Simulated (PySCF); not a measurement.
C₃H₇NSi, SMILES NC=C=C[SiH3]. Heavy atoms are numbered as in [NH2:1][CH:2]=[C:3]=[CH:4][SiH3:5]. Hydrogens are named by the atom that carries them.

Coordinates come from a r2SCAN-D4/def2-SVP optimisation. The structure was generated by enumeration; whether it is a known compound was not checked. Other conformers were not sampled.

Computed with PBE0/pcSseg-1 (PySCF).

GIAO shieldings, no solvent; atoms alike by connectivity are averaged. δ = σ(ref) − σ: ¹⁵N against NH3 (σ = 267.4 ppm); ¹³C against TMS (σ = 186.3 ppm); ²⁹Si against TMS (σ = 352.7 ppm); ¹H against TMS (σ = 31.56 ppm), references at their B3LYP-D3(BJ)/def2-TZVP geometries, non-relativistic.

| atoms | nucleus | count | δ (ppm) |
|---|---|---|---|
| N1 (NH2) | ¹⁵N | 1 | ___ |
| C3 | ¹³C | 1 | ___ |
| C2 (CH) | ¹³C | 1 | ___ |
| C4 (CH) | ¹³C | 1 | 94.4 |
| Si5 (SiH3) | ²⁹Si | 1 | -68.5 |
| H on C2 | ¹H | 1 | 6.46 |
| H on C4 | ¹H | 1 | 6.14 |
| H on Si5 | ¹H | 3 | 4.54 |
| H on N1 | ¹H | 2 | ___ |

Question: What belongs in the gaps? (The exact figures need the calculation; the answer reports its results.)

Answer: 
- H on N1, δ (ppm): 1.63
- C3, δ (ppm): 234.8
- N1 (NH2), δ (ppm): 49.3
- C2 (CH), δ (ppm): 108.3
